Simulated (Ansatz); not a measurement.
Job for Ansatz (a first-principles code): R-CCSD(T)/def2-TZVPPD on FH5Sn (a complex). Elements past Kr take the def2 small-core potentials; no spin–orbit coupling. Files ending in .json are basis or fitting sets from the Basis Set Exchange. The run froze 10 orbitals, filled d shells among them.

Ansatz 0.2 input:
```yaml
crystal:
  periodic: [false, false, false]
  atoms:
    - {symbol: Sn, position_ang: [0.14919305, 0.27148969, 0.13691022]}
    - {symbol: H, position_ang: [-1.49090734, 0.31754174, -0.32031598]}
    - {symbol: H, position_ang: [0.34529275, -0.96304735, 1.32508418]}
    - {symbol: H, position_ang: [1.13871927, -0.15042624, -1.18625680]}
    - {symbol: H, position_ang: [0.64312129, 1.75223943, 0.81846569]}
    - {symbol: F, position_ang: [-1.03147447, -0.69405524, 3.54408747]}
    - {symbol: H, position_ang: [-0.49638963, -0.90051665, 2.80899108]}
basis:
  gaussian:
    orbitals: def2-TZVPPD.json
magnetization: {spin_polarized: false}
correlation: {method: ccsd_t, electrons: outside_noble_gas}
scf: {lower_state_search: off}
```

It printed:

```
WARN ansatz: RAYON_NUM_THREADS=1 ignored (pool sized by the plan → 1); use --threads N
Functional definition: HF
these checks for a lower state are left out or cut short: stability, starts, cluster_reference, orbital_swaps, neighbouring_geometries, increment
integrals: 0.60 GiB planned
1204 factors; integrals over basis functions are off by at most 9.5e-4 eV
mean field: 0.48 GiB planned
mean field evaluation 1: about -8589.2143 eV, gradient 2.7e1 eV
mean field evaluation 2: about -8589.2359 eV, gradient 2.7e1 eV
mean field evaluation 4: about -8590.8767 eV, gradient 2.1e0 eV
mean field evaluation 8: about -8590.9009 eV, gradient 1.5e-1 eV
mean field -8590.90098647 eV, -315.7097881309 hartree, gradient 6.7e-7 eV, S^2 0.000000; 0 other end points of the search recorded, 0 dependent functions left out
10 core orbitals not correlated, not the lowest: weight in the atoms' cores, before any rotation towards them, 0.998 or more for the frozen orbitals, at most 0.001 for the correlated occupied ones
reference -8590.90098647 eV, -315.7097881309 hartree; 8, 8 occupied and 163, 163 virtual orbitals, 1204 factors
second order -11.02983873 eV of doubles, -0.00000000 eV of singles
coupled cluster: 1.87 GiB planned
cycle   1  -11.47670730 eV  change   -4.5e-1 eV  update   7.6e-2
cycle   2  -11.80132446 eV  change   -3.2e-1 eV  update   2.5e-2
cycle   3  -11.86765621 eV  change   -6.6e-2 eV  update   1.2e-2
cycle   4  -11.85911306 eV  change    8.5e-3 eV  update   2.4e-3
cycle   5  -11.85936696 eV  change   -2.5e-4 eV  update   9.1e-4
cycle   6  -11.85965077 eV  change   -2.8e-4 eV  update   2.6e-4
cycle   7  -11.85948791 eV  change    1.6e-4 eV  update   8.4e-5
cycle   8  -11.85946349 eV  change    2.4e-5 eV  update   2.4e-5
cycle   9  -11.85947232 eV  change   -8.8e-6 eV  update   9.3e-6
perturbative correction -0.28708031 eV, -0.0105500068 hartree
Total energy: -8603.04753910 eV, -316.1561657068 hartree
Checks for a lower state left out: stability, starts, cluster_reference, orbital_swaps, neighbouring_geometries, increment
```

Self-consistency was reached.

Cost: around 30 core-seconds (rough).
